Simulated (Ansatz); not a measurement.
```yaml
crystal:
  periodic: [false, false, false]
  atoms:
    - {symbol: O, position_ang: [-0.099155, 1.163122, 3.017211]}
    - {symbol: Si, position_ang: [-0.671374, -0.881422, 1.182145]}
    - {symbol: B, position_ang: [-0.971374, -1.181422, 1.132145]}
    - {symbol: Si, position_ang: [-0.893685, -0.902994, -0.720182]}
    - {symbol: Si, position_ang: [0.788883, 0.049596, -2.033672]}
    - {symbol: H, position_ang: [0.439043, 1.951954, 3.109726]}
    - {symbol: H, position_ang: [1.160677, 0.870637, 0.845233]}
    - {symbol: H, position_ang: [-1.869394, -1.696511, 1.718222]}
    - {symbol: H, position_ang: [-2.004077, -1.319899, -1.629452]}
    - {symbol: H, position_ang: [2.089632, 0.136066, -1.323376]}
    - {symbol: H, position_ang: [0.964062, -0.808836, -3.237897]}
    - {symbol: H, position_ang: [0.403924, 1.409911, -2.500554]}
basis:
  gaussian: {orbitals: def2-TZVPD}
hamiltonian: {xc: {name: wPBEh}}
```

```sh
$ ansatz run in.yaml --threads 4 --pin off --events-out ev --progress --plain --max-ram 10444MiB
```

It prints (some lines left out):

```
Functional definition: wPBEh
1594 factors; their error is unknown
194 factors; integrals over basis functions are off by at most 9.0e-7 eV
mean field evaluation 1: about -26033.9266 eV, gradient 1.7e2 eV
mean field evaluation 2: about -25499.3788 eV, gradient 3.0e2 eV
mean field evaluation 4: about -26079.4629 eV, gradient 5.3e1 eV
mean field evaluation 8: about -26085.7090 eV, gradient 2.7e1 eV
mean field evaluation 16: about -26089.7626 eV, gradient 9.6e-1 eV
mean field evaluation 64: about -26089.9029 eV, gradient 3.6e0 eV
mean field -26089.96100679 eV, -958.7883825889 hartree, gradient 7.9e-6 eV, S^2 0.000000; 8 other end points of the search recorded, 0 dependent functions left out
reference -26089.96108389 eV, -958.7883854223 hartree; 31, 31 occupied and 238, 238 virtual orbitals, 1594 factors
Total energy: -26089.96108389 eV, -958.7883854223 hartree
```

Q: What is wrong with this run?

A: One atom was put on top of another. The run converged. The result belongs to that input, not to the molecule as meant.
